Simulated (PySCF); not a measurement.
# In²⁺ (indium, charge +2) across methods

[Kr] 4d10 5d1, 2D determinant (an excited configuration). Computed with PySCF 2.14 in aug-cc-pwCVDZ-PP with ECP28MDF, with a scalar-relativistic core potential. The B2PLYP total includes its PT2 part (frozen core); its orbital energies are those of the SCF part.

```
 method  E (hartree)  mean ε 4d α (eV)  mean ε 4d β (eV)  mean ε 5d α (eV)  Σ⟨r²⟩ (bohr²)   ⟨S²⟩
   TPSS    -188.5628           -40.313           -40.268           -10.591          43.29  0.750
 r2SCAN    -188.6959           -40.879           -40.838           -10.583          43.33  0.750
    UHF   -187.84182           -49.657           -49.573           -11.732          45.58  0.750
   PBE0    -188.6401           -42.959           -42.899           -11.030          43.55  0.750
    PBE    -188.6275           -40.357           -40.306           -10.677          43.12  0.750
r2SCAN0    -188.6719           -43.340           -43.288           -10.934          43.64  0.750
    LDA    -188.2649           -40.614           -40.556           -10.514          43.29  0.750
 B2PLYP    -188.3777           -45.451           -45.386           -11.276          44.14  0.750
```

Q: Estimate the same row for BLYP.

A: E (hartree) = -188.5870; mean ε 4d α (eV) = -40.210; mean ε 4d β (eV) = -40.174; mean ε 5d α (eV) = -10.610; Σ⟨r²⟩ (bohr²) = 43.03; ⟨S²⟩ = 0.750.

Energies and moments cover only the electrons outside the core potential. The outer electron is Rydberg-like, and this basis confines it to a smaller radius and binds it less than a complete one would.
